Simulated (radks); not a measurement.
Values are calculated unless marked as measured or tabulated.
Species: Pt4+. Configuration: [Xe] 4f14 5d6.

Level of theory: Dirac Kohn-Sham, PBE, spin-unpolarised, spherical densities, finite nucleus; open shells fill j = l - 1/2 first; Fermi nuclear charge, rms radius 5.427 fm (a radial shooting solver on a logarithmic mesh with Libxc functionals).

Energy parts (eV):
part                       energy
total                  -501752.14
kinetic                 573727.48
electron-nucleus      -1257576.42
Hartree                 191770.17
exchange-correlation     -9673.38

Orbitals (lengths in bohr, moments of r in powers of bohr; r(max) is where P^2 peaks):
orbital,occ.,eigenvalue (eV),<1/r>,r(max),<r^4>
1s1/2,2,-78323.36,93.89,0.01062,4.524e-07
2s1/2,2,-13791.79,23.03,0.06144,0.00006623
2p1/2,2,-13224.49,23.00,0.04532,0.00003944
2p3/2,4,-11495.64,18.86,0.05259,0.00006034
3s1/2,2,-3278.370,8.457,0.1729,0.002415
3p1/2,2,-3022.853,8.372,0.1614,0.002110
3p3/2,4,-2642.804,7.295,0.1762,0.002887
3d3/2,4,-2215.973,7.192,0.1374,0.001924
3d5/2,6,-2134.049,6.945,0.1415,0.002115
4s1/2,2,-744.4086,3.573,0.3904,0.05480
4p1/2,2,-635.8282,3.464,0.3888,0.05876
4p3/2,4,-545.3147,3.090,0.4194,0.07987
4d3/2,4,-367.1555,2.885,0.4130,0.09691
4d5/2,6,-350.3191,2.798,0.4225,0.1065
5s1/2,2,-151.8075,1.442,0.8689,1.462
4f5/2,6,-122.7354,2.410,0.3827,0.2107
4f7/2,8,-119.2751,2.376,0.3873,0.2234
5p1/2,2,-116.8313,1.320,0.9192,2.057
5p3/2,4,-101.4225,1.189,0.9974,2.889
5d3/2,4,-53.5206,0.9189,1.192,8.445
5d5/2,2,-51.7433,0.8915,1.224,9.386

The highest occupied level is 5d5/2 at -51.743 eV. For comparison, the ionisation energy in NIST's Atomic Spectra Database is 56 eV (theoretical). In exact Kohn-Sham theory the highest level is minus the ionisation energy, but local and semilocal functionals leave it too shallow, through self-interaction and a potential that decays too fast; potentials with the right tail come closer.

Beside tabulated values, note that spin-unpolarised runs miss the spin-polarisation part of the exchange energy of open shells.
